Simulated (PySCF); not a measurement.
## How methods differ on the ionisation energy of Ta⁵¹⁺

Ta⁵¹⁺ [Ar] 3d4 [3d3/2^4, M_J = 0] → Ta⁵²⁺ [Ar] 3d3 [3d3/2^3, M_J = 3/2], as a difference of total energies. Computed with PySCF 2.14 in an uncontracted even-tempered set (15 s from 14 bohr⁻², ratio 2.8; 12 p from 18 bohr⁻², ratio 2.8; 8 d from 18 bohr⁻², ratio 2.8; 3 f from 58 bohr⁻², ratio 3), with the two-component X2C-1e Hamiltonian. Correlated levels: [Ne] frozen; the 72 highest virtual spinors dropped. "Screened" scales the spin-orbit matrix elements by Boettger's factors to mimic the two-electron term; Breit and QED terms are absent.

```csv
method,ionisation energy (eV)
GHF (spin-free),4715.6
GMP2 (spin-free),4715.6
GHF (screened spin-orbit),4747.3
GMP2 (screened spin-orbit),4748.2
```

Breit and QED terms and the two-electron picture change are absent.

The spin-free rows relax to the high-spin LS determinant and lack the spin-orbit shift.

The labels give the starting determinants; with spin-orbit coupling the two ends relaxed to ⟨J²⟩ = 0.00, ⟨L²⟩ = 2.45, ⟨S²⟩ = 2.45 and ⟨J²⟩ = 3.77, ⟨L²⟩ = 7.67, ⟨S²⟩ = 2.09.

For comparison: 4745 ± 4 eV (theoretical estimate listed by NIST; NIST Atomic Spectra Database, ionization energies).
